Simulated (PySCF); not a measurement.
How methods differ on the excitation energy of Bi

Bi [Xe] 4f14 5d10 6s2 6p3 (4S) → Bi [Xe] 4f14 5d10 6s1 6p3 6d1 (6D), as a difference of total energies. Calculation: PySCF 2.14, in aug-cc-pVQZ-DK3; the spin-free X2C one-electron Hamiltonian (Gaussian nucleus). Correlated levels: valence: [Xe] 4f14 5d10 frozen. The calculations carry no spin-orbit coupling.

```json
{"method": "UHF", "excitation energy (cm⁻¹)": "104360"}
{"method": "MP2 (valence)", "excitation energy (cm⁻¹)": "111830"}
{"method": "SCS-MP2 (valence)", "excitation energy (cm⁻¹)": "114460"}
{"method": "CCSD (valence)", "excitation energy (cm⁻¹)": "112440"}
{"method": "CCSD(T) (valence)", "excitation energy (cm⁻¹)": "112780"}
```

Spin-orbit coupling is strong in these open shells (close to jj coupling). The scalar numbers leave it out and a first-order estimate fails, so it can dominate the gap to the real levels.

The upper state lies above the first ionisation limit.

The promoted electron is Rydberg-like, and one or two diffuse shells describe it only roughly, which tends to raise the upper state.
